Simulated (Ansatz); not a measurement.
`FB(Cl)Br` + `C=N` → `C=NB(F)Br` + HCl at 700 K and 1 bar (ligand exchange at a B–Cl bond).

Computed with Ansatz on PBE0-D4/def2-TZVP structures; ΔE is electronic, products minus reactants. CCSD(T)/CBS adds triple-zeta CCSD(T) − MP2 to the extrapolated MP2 energy (def2 sets, frozen cores). This one scheme is used for every species. For Br outer-core shells are correlated without core-valence functions, which leaves a few kJ/mol of doubt a bond. Scalar relativity is left out up to krypton. Each species was taken in one conformer, which may not be the lowest.

| species | CCSD(T)/CBS energy (Eh) | H − E (kJ/mol) | S (J/(mol·K)) |
| --- | --- | --- | --- |
| `FB(Cl)Br` | -3157.81685 | 64.5 | 363.2 |
| `C=N` | -94.52360 | 135.6 | 268.6 |
| `C=NB(F)Br` | -2791.95772 | 159.2 | 414.7 |
| HCl | -460.38127 | 38.4 | 211.8 |

H − E and S are ideal-gas, rigid-rotor, harmonic terms from PBE0-D4/def2-TZVP, for one conformer and one mirror image of each species. 1 Eh = 2625.50 kJ/mol, R = 8.31446 J/(mol·K).

Problem. By hand: ΔE, ΔH, ΔS and ΔG.

Solution. ΔE = (-2791.95772) + (-460.38127) − (-3157.81685) − (-94.52360) = 0.00146 Eh = 3.8 kJ/mol. Δ(H − E) = 159.2 + 38.4 − 64.5 − 135.6 = -2.5, so ΔH = 1.3 kJ/mol. ΔS = 414.7 + 211.8 − 363.2 − 268.6 = -5.3 J/(mol·K). ΔG = 1.3 − 700 × (-5.3)/1000 = 5.0 kJ/mol.

Problem. By hand: the equilibrium constant, and the temperature at which ΔG would vanish if ΔH and ΔS stayed fixed.

Solution. log₁₀ K = −ΔG/(RT ln 10) = -0.4. ΔH and −TΔS have one sign here, so there is no such temperature. One of them is within its doubt of zero, so this could turn.

TΔS isn't small against ΔH here. The sign of ΔG lies within the doubt. A doubt of 5 kJ/mol in ΔE shifts log₁₀ K by 0.4 here. Other conformers and mirror images would add mixing entropy, several J/(mol·K) or more a flexible species. These are equilibria of isolated gas molecules and say nothing of rates. Largest T1 diagnostic: 0.012 (customary marks: 0.02 for closed shells, 0.045 for open ones).
